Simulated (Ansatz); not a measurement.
Species: SiI2, net charge 1, doublet state. 
Structure (B3LYP-D3(BJ)/def2-TZVP (Ansatz, an electronic-structure program) minimum search):
```xyz
3

Si     0.0472    -0.0293     0.9926
I      1.1223     1.7630    -0.1329
I     -1.1348    -1.7552    -0.1293
```
Charge +1, spin multiplicity 2.

Basis-set convergence of Hartree-Fock and MP2 correlation energies (hartree) with Ansatz. Correlated levels leave the core frozen unless marked. UHF or UKS for open shells. No spin-orbit coupling. Frozen are the shells of the preceding noble gas and the d and f shells that filled before the atom's block. In def2 rows, elements after Kr have scalar-relativistic effective core potentials.

```csv
basis,functions,E(HF),"E(corr, MP2)"
def2-SVP,70,-881.89220,-0.25640
def2-TZVPP,142,[?],[?]
```

Problem. Some entries are withheld; supply them.

Solution. 
- def2-TZVPP, E(HF): -882.02122
- def2-TZVPP, E(corr, MP2): -0.34590
